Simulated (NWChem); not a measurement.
## Total energies of hydrogen selenide (H2Se)

SMILES: [SeH2]
```xyz
3

Se     0.0000     0.0000    -0.0571
H      1.0502     0.0000     0.9703
H     -1.0502     0.0000     0.9703
```
Charge 0, spin multiplicity 1.

Everything below was run with NWChem. Structure: optimised with PBE0/def2-SVP, a minimum by its harmonic frequencies.

Basis set: def2-SVP (42 functions).

```tsv
method	total energy (Ha)
RHF	-2400.70523
MP2	-2400.95296
B2PLYP	-2402.05686
PBE	-2402.08627
B3LYP	-2402.49125
M06-2X	-2402.47205
CCSD(T)	-2400.97102
```

Total energies of different functionals aren't comparable as a measure of quality: only differences taken within one method are. 

The Hamiltonian is non-relativistic. The correlated methods keep 9 core orbitals frozen. B3LYP has NWChem's definition, with VWN1-RPA local correlation. Coupled-cluster values serve here as a point of comparison, not as the truth.
